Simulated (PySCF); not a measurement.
## A search over the determinants of PdN

Unrestricted PBE0; basis Pd def2-TZVPP with ECP28, N def2-TZVPP; scalar-relativistic core potentials; PySCF 2.14. Outer shells of the fragments: Pd 4d10; N 2s2 2p3.

Followed along the bond (rough minima from three points):

| 2Ms+1 | unpaired | ⟨S²⟩ at the start | R at minimum (Å) | Te (eV) |
| --- | --- | --- | --- | --- |
| 4 | σ ↑, π ↑↑ | 3.78 | 1.80 | 0.00 |
| 2 | σ ↓, π ↑↑ | 1.76 | 1.80 | 0.34 |
| 2 | π ↑ | 1.13 | none in the scan | ≤ 1.08 |
| 6 | σ ↑↑, π ↑↑, δ ↑ | 8.76 | none in the scan | ≤ 2.92 |

Solutions found at the starting distance of 1.840 Å, counted from the lowest of them; the search is not exhaustive and high or unbound solutions are not listed, so other states can lie among these:

| 2Ms+1 | unpaired | term | E (eV) | ⟨S²⟩ | ⟨Lz²⟩ | μ (D) |
| --- | --- | --- | --- | --- | --- | --- |
| 4 | σ ↑, π ↑↑ | ⁴Σ⁻ | 0.00 | 3.78 | 0.00 | -3.17 |
| 2 | σ ↓, π ↑↑ | mixed | 0.34 | 1.76 | 0.00 | -3.29 |
| 2 | π ↑ | mixed | 1.07 | 1.13 | 1.01 | -3.10 |
| 4 | π ↑↑, δ ↑ | ⁴Δ | 1.68 | 3.79 | 4.01 | -3.27 |
| 2 | π ↑↑, δ ↓ | mixed | 1.76 | 1.81 | 4.01 | -3.17 |
| 2 | π ↑ | ²Π | 1.87 | 0.86 | 1.02 | -4.39 |
| 4 | π ↑↑↑ | ⁴Π | 2.44 | 3.79 | 1.01 | -3.42 |
| 4 | σ ↑↑, π ↑ | mixed | 2.90 | 4.15 | 1.03 | 1.19 |
| 4 | σ ↑, π ↑, δ ↑ | mixed | 3.05 | 3.77 | 5.03 | -4.59 |
| 6 | σ ↑↑, π ↑↑, δ ↑ | ⁶Δ | 3.15 | 8.76 | 4.01 | 0.43 |

A term symbol is given only where ⟨S²⟩ and ⟨Lz²⟩ are close to those of a pure state; real π, δ and φ orbitals otherwise mix terms. A positive dipole means Pd(−)N(+).

Spin–orbit coupling is left out. With d or f electrons several states lie close, and the lowest PBE0 determinant need not be the measured ground state.
